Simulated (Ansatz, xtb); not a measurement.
CH3SeSi−: 3 structures ranked

3 gas-phase structures of CH3SeSi−, found in a search over its isomers (lower ones may exist). Each was relaxed with GFN2-xTB:

A. `C1[SiH-][Se]1`, a singlet
B. `C=[SiH][Se-]`, a singlet
C. a singlet given by its coordinates

C (Å):

```xyz
6

C     0.8202   -0.4383    2.8338
Se   -1.7357   -2.5184    2.5781
Si    0.4596   -2.2250    2.2032
H     0.5971   -0.3528    3.8969
H     1.8664   -0.1624    2.6863
H     0.2038    0.2913    2.3096
```

Close contacts (Å): C1–Si3 1.93, Se2–Si3 2.25, C1–H4 1.09, C1–H5 1.09, C1–H6 1.09.

Problem. Which do you expect lowest at r2SCAN-D4/def2-SVPD, and how would the others follow?

Solution. Calculated order at r2SCAN-D4/def2-SVPD: C (0.0), B (13.8), A (95.2) kJ/mol.

Energies above the lowest of each column, in kJ/mol; the last columns are at B3LYP-D3(BJ)/def2-SVPD geometries:

| structure | GFN2-xTB | HF/STO-3G | r2SCAN-D4/def2-SVPD | B3LYP-D3(BJ)/def2-SVPD | CCSD(T)/def2-SVPD + ΔMP2/def2-TZVPPD |
| --- | --- | --- | --- | --- | --- |
| C | 0.0 | 0.0 | 0.0 | 0.0 | 0.0 |
| B | 26.5 | 105.8 | 13.8 | 18.7 | 14.5 |
| A | 134.8 | 30.8 | 95.2 | 100.1 | 88.3 |

Every level run on C puts it lowest or level with the lowest. The ΔMP2 step shifts differences by up to 13.0 kJ/mol, which makes them less sure. ΔMP2 is the change of the MP2 energy from the smaller to the larger basis.

Programs: Ansatz 0.2.0, xtb 6.7.1.
